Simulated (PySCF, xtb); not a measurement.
AsH5O3Si, SMILES O[Si](O)(O)[AsH2]. Atoms are numbered in the order given.

```xyz
10

O     -1.1412    -0.0198     1.8272
Si    -0.8423     0.1004     0.1962
O     -1.2377     1.5709    -0.4449
O     -1.8193    -1.0548    -0.4732
As     1.4165    -0.1687    -0.4011
H     -0.5393     0.4512     2.4105
H     -2.1808     1.7367    -0.5512
H     -2.1240    -1.7296     0.1412
H      1.6310    -1.2247     0.6804
H      1.8454     0.9587     0.5351
```
Charge 0, spin multiplicity 1.

Geometry: PBE0-D3(BJ)/def2-SVP. This is a generated structure with no PubChem entry under its InChIKey; it may be hypothetical. The values are those of a single conformer.

Level of theory: IEF-PCM-M06-2X/def2-SVP (PySCF).

The values are the electrostatic part of the solvation free energy, E(continuum) − E(gas) at the gas-phase geometry, in a cavity of scaled van der Waals radii (PySCF's table); cavitation and dispersion terms are not included. In vacuum the orbital gap is 9.84 eV. The dipole moment in vacuum is 2.30 D.

Computed values in water (ε = 78.36), N,N-dimethylformamide (ε = 37.22), 1-octanol (ε = 9.86):
| solvent | ε | ΔG(elec) (kcal/mol) | dipole (D) | gap (eV) |
|---|---|---|---|---|
| water | 78.36 | -9.7 | 3.03 | 9.94 |
| N,N-dimethylformamide | 37.22 | -9.5 | 3.01 | 9.94 |
| 1-octanol | 9.86 | -8.3 | 2.90 | 9.93 |

For comparison, GFN2-xTB/ALPB(water) (xtb, at the GFN2-xTB geometry, all terms of that model) gives -11.4 kcal/mol.
